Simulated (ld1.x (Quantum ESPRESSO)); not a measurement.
How hard is this Cl (Z = 17) RRKJ potential?

Cl (Z = 17), norm-conserving RRKJ (Kleinman–Bylander form), made with ld1.x (Quantum ESPRESSO) 7.5 (LDA (PZ), scalar-relativistic). Core [Ne], reference 3s1.5 3p5.5. Waves: 3s (bound): rc 1.05 bohr; 3p (bound): rc 1.50 bohr; 3d channel at 0.35 Ry: rc 1.20 bohr. Local part: all-electron potential smoothed inside 0.90 bohr (lloc = -1). Core correction: a·sin(br)/r model core inside 1.10 bohr.

The pseudo-atom Hamiltonian at the reference potential is diagonalised in spherical Bessel functions j_l(qr) that vanish at 20 bohr, with q² up to the cutoff. All-electron valence levels (Ry): 3s -1.5453, 3p -0.6597.

Question: How do the lowest levels (Ry) of each channel move with the cutoff, and are there ghosts?

Answer:

```csv
cutoff (Ry),s #1,s #2,p #1,p #2,d #1,d #2,f #1,f #2,Σ f·Δε (mRy)
8,-1.3729,-0.0169,-0.5903,0.0375,0.0758,0.1693,0.1195,0.2572,641.1
12,-1.4285,-0.0187,-0.6414,0.0364,0.0757,0.1683,0.1195,0.2572,276.3
18,-1.4938,-0.0209,-0.6487,0.0362,0.0756,0.1674,0.1195,0.2572,138.2
21,-1.5098,-0.0214,-0.6488,0.0362,0.0756,0.1670,0.1195,0.2572,113.7
30,-1.5269,-0.0218,-0.6526,0.0362,0.0756,0.1663,0.1195,0.2572,67.1
40,-1.5285,-0.0219,-0.6568,0.0361,0.0755,0.1657,0.1195,0.2572,41.5
50,-1.5317,-0.0228,-0.6591,0.0361,0.0755,0.1654,0.1195,0.2572,24.3
60,-1.5371,-0.0245,-0.6596,0.0361,0.0755,0.1652,0.1195,0.2572,13.1
70,-1.5419,-0.0265,-0.6597,0.0361,0.0755,0.1652,0.1195,0.2572,5.4
90,-1.5450,-0.0288,-0.6597,0.0361,0.0755,0.1651,0.1195,0.2572,0.7
110,-1.5452,-0.0291,-0.6598,0.0361,0.0755,0.1651,0.1195,0.2572,0.4
400,-1.5454,-0.0291,-0.6598,0.0361,0.0755,0.1651,0.1195,0.2572,0.0
```

Result: no extra level below or beside the all-electron valence levels (s, p, d, f tested); 10 mRy is reached at 70 Ry and 1 mRy at 90 Ry.

Its largest configuration-test error is +599 meV.
